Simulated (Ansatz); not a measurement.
Geometry optimisation, RKS LDA/def2-mTZVP (Ansatz 0.2.0).

Input file:

```yaml
crystal:
  periodic: [false, false, false]
  atoms:
    - { symbol: Zn, position_ang: [-0.285014, -0.757448, -0.149546] }
    - { symbol: Cl, position_ang: [1.492813, -1.435561, -1.227536] }
    - { symbol: O, position_ang: [-1.754056, -0.13153, 0.563083] }
    - { symbol: H, position_ang: [1.333847, 1.080464, -0.465065] }
    - { symbol: H, position_ang: [1.121827, 1.696584, -0.193461] }
    - { symbol: H, position_ang: [-1.909417, -0.452509, 1.472624] }
basis:
  gaussian: { orbitals: def2-mTZVP }
hamiltonian:
  xc: lda
relax:
  f_tol: 0.03
  max_steps: 50
```

Run as:

```bash
$ ansatz run input.yaml --threads 2 --pin off --max-ram 3072MiB --backend cpu --events-out ev --progress --plain --runs-dir out
```

Where does it end, and by what steps?

The run converged. The force dipped under the threshold on the way, but the program's further checks kept it going. After 13 steps the energy has fallen by 0.263 eV; O3 moved furthest, 0.65 Å.

```csv
step,energy less start (eV),largest force component (eV/Å),accepted
0,0.0000,2.234,yes
1,-0.1675,0.531,yes
2,-0.1933,0.323,yes
3,-0.2033,0.918,yes
4,-0.1538,1.678,no
5,-0.2225,0.584,yes
6,-0.2444,0.122,yes
7,-0.2374,0.431,no
8,-0.2527,0.079,yes
9,-0.2580,0.242,yes
10,-0.2621,0.041,yes
11,-0.2626,0.008,yes
12,-0.2623,0.129,no
13,-0.2627,0.018,yes
```

```xyz
6
Properties=species:S:1:pos:R:3
Zn -0.013 -0.717 -0.163
Cl 1.378 -1.784 -1.267
O -1.214 0.157 0.776
H 1.184 1.241 -0.453
H 0.602 1.504 -0.013
H -1.937 -0.401 1.120
```

Run time: 14 s on 2 threads of Arm Neoverse V1, with other jobs on the host, peak memory 0.15 GiB.
